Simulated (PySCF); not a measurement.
# Molecular orbitals of HBr

PBE0 at R = 1.422 Å; H def2-TZVPPD, Br def2-TZVPPD; no relativity (PySCF 2.14). State: ¹Σ⁺ (singlet), closed shell. Only the outer orbitals are listed, counted within each symmetry.

```json
{"orbital": "7σ", "occ.": "2", "ε (eV)": "-22.21", "on H (%)": "6", "main shells (%)": "92 Br s"}
{"orbital": "8σ", "occ.": "2", "ε (eV)": "-12.51", "on H (%)": "31", "main shells (%)": "60 Br p, 31 H s"}
{"orbital": "4π", "occ.": "2", "ε (eV)": "-8.79", "on H (%)": "2", "main shells (%)": "98 Br p"}
{"orbital": "4π", "occ.": "2", "ε (eV)": "-8.79", "on H (%)": "2", "main shells (%)": "98 Br p"}
{"orbital": "9σ", "occ.": "0", "ε (eV)": "-0.48", "on H (%)": "5", "main shells (%)": "60 Br s, 26 H p, 20 Br d"}
{"orbital": "10σ", "occ.": "0", "ε (eV)": "1.11", "on H (%)": "-9", "main shells (%)": "108 Br p"}
{"orbital": "5π", "occ.": "0", "ε (eV)": "1.31", "on H (%)": "-2", "main shells (%)": "101 Br p"}
```

Q: Which are the highest filled and the lowest empty level, where do they sit, and how wide is the gap?

A: Highest filled 4π at -8.79 eV (in %: 98 Br p); lowest empty 9σ at -0.48 eV (in %: 60 Br s, 26 H p, 20 Br d); the gap at PBE0 is 8.31 eV.

* bond order (Mayer): 0.99
* ⟨S²⟩: 0.000
* charge on H (Mulliken, basis-dependent): 0.19
* charge on H (Löwdin, basis-dependent): -0.43
* dipole moment (positive dipole means H(−)Br(+)): -0.87 D
* polarisability along the bond: 25.5 bohr³
* polarisability across the bond: 23.7 bohr³

Shares are Mulliken populations and can fall outside 0 to 100 %.
